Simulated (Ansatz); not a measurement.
The first iterations of a band of FH7N3OTa + H3N (17 atoms, charge 0, multiplicity 1).

Level of theory: RHF/def2-SVP (Ansatz 0.2.0).

- movable images: 5
- climbing image: yes
- spring: 5.0 eV/Å²
- optimiser: quadratic models (default)
- start path: straight line
- force threshold: 0.05 eV/Å
- iteration limit: 60
- end points: relaxation not finished

First end point:

```xyz
17
Properties=species:S:1:pos:R:3
Ta -0.468 0.419 0.195
F 1.378 0.958 0.231
N -0.155 0.071 2.145
H -0.778 -0.421 2.758
H 0.716 0.276 2.601
N 0.086 -0.502 -1.499
H -0.463 -1.171 -2.007
H 1.012 -0.429 -1.880
N -1.268 2.197 -0.138
H -1.540 2.846 0.579
H -1.434 2.590 -1.047
O -2.020 -0.673 0.264
H -2.604 -1.403 0.342
N 2.157 -2.646 0.850
H 1.613 -2.722 0.008
H 1.510 -2.471 1.599
H 2.715 -1.815 0.754
```

Last end point:

```xyz
17
Properties=species:S:1:pos:R:3
Ta -0.513 -0.385 0.473
F 2.450 1.090 -1.442
N -0.605 -1.850 1.850
H 0.183 -2.256 2.316
H -1.456 -2.283 2.158
N -0.207 -0.823 -1.450
H -0.922 -1.142 -2.077
H 0.642 -0.615 -1.943
N -0.437 1.508 1.107
H -1.205 1.998 1.531
H 0.344 2.126 0.980
O -2.404 -0.480 0.306
H -3.311 -0.710 0.224
N 1.576 -0.420 0.632
H 2.102 -1.223 0.328
H 2.029 -0.048 1.451
H 2.190 0.615 -0.689
```

| iteration | highest image above the first end (eV) | largest band force component (eV/Å) |
| --- | --- | --- |
| 1 | 5.521 | 4.758 |
| 2 | 3.309 | 3.513 |
| 3 | 2.649 | 4.806 |
| 4 | 2.195 | 3.136 |
| 5 | 1.813 | 1.898 |
| 6 | 1.360 | 3.049 |
| 7 | 1.219 | 1.187 |
| 8 | 1.184 | 0.714 |
| 9 | 1.165 | 0.901 |
| 10 | 1.161 | 0.429 |
| 11 | 1.170 | 0.190 |
| 12 | 1.176 | 0.362 |
| 13 | 1.185 | 0.554 |
| 14 | 1.208 | 0.538 |
| 15 | 1.238 | 0.290 |
| 16 | 1.345 | 0.954 |
| 17 | 1.398 | 0.750 |
| 18 | 1.534 | 1.132 |
| 19 | 1.675 | 1.463 |
| 20 | 1.782 | 1.680 |

Does the band converge within its limit, and where does its top end?

The run ended unconverged. It ended after 60 iterations with the highest image 1.687 eV above the first end. The band didn't meet its force threshold, so its energies are provisional: the largest band force was still 0.26 eV/Å, and over the last iterations the top moved between 1.69 and 1.70 eV. Neighbouring images lie up to 4.9 Å apart, so the band is torn or far too coarse. The end points aren't both relaxed to the band's threshold either. Inner images lie below an end point, which means an intermediate or an end that isn't the lowest structure nearby. The orbitals stay closed-shell, which can raise the energy where a bond breaks towards radicals; this wasn't checked here.

Run time: 12 min on 4 threads of Arm Neoverse V2 (shared host), peak memory 0.55 GiB.
